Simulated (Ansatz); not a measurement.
**How basis sets differ on C2H3BrO (acetyl bromide)**

C2H3BrO: 7 atoms, total charge 0, spin state singlet. SMILES: `CC(=O)Br`. The shape is that of a PBE0-D4/def2-TZVP optimisation.

Each level gives the atomisation enthalpy at 298 K (kJ/mol). The values are calculated. The thermal term (zero-point and 298 K enthalpy, harmonic and unscaled) is that of PBE0-D4/def2-TZVP; the spin-orbit lowering of the free atoms at 298 K, 15.1 kJ/mol by their spectra, is taken off.

**The experiment to reproduce.** CRC Handbook of Chemistry and Physics gives the atomisation enthalpy at 298 K of the gas as 2639 kJ/mol.

```csv
level,kind,program,value (kJ/mol),computed − measured
PBE/6-31G* (spherical functions),GGA,Ansatz,2749,+110
PBE/cc-pVDZ,GGA,Ansatz,2710,+71
PBE/cc-pVTZ,GGA,Ansatz,2736,+97
PBE/cc-pVQZ,GGA,Ansatz,2740,+101
```

Nearest: PBE/cc-pVDZ (+71 kJ/mol); farthest: PBE/6-31G* (spherical functions) (+110 kJ/mol). All-electron rows without a relativistic Hamiltonian named are non-relativistic.
